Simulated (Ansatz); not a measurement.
Consider the substitution at a C–C bond: `FCCCl` + `[SiH3]CS` → `FCSC[SiH3]` + `CCl`.

Computed with Ansatz on PBE0-D4/def2-TZVP structures; ΔE is electronic, products minus reactants. CBS: MP2 limit from def2 TZ/QZ plus the TZ coupled-cluster correction, frozen cores. This one scheme is used for every species. Functionals use def2-TZVPP. B3LYP here is the variant with VWN-RPA as its local correlation; programs differ in this. One conformer a species, not always the lowest.

| level | ΔE (eV) |
| --- | --- |
| r2SCAN | 0.04 |
| PBE0 | 0.07 |
| B3LYP | 0.07 |
| CCSD/CBS(def2) | 0.11 |

Problem. What does CCSD(T)/CBS give? (An estimate is asked.)

Solution. The calculation gave: +0.08 eV. The listed levels differ from it by -0.04, -0.01, -0.01, 0.03 eV.

Largest T1 diagnostic among the species: 0.012.

The D4 term adds −0.04 eV with B3LYP and −0.02 eV with PBE0; it sums over pairs of atoms, weighted by their polarisabilities, and B3LYP, whose exchange is more repulsive, gets the larger term. From PBE to PBE0 (25 % exact exchange), in def2-TZVPP and without D4, ΔE moves by +0.05 eV.
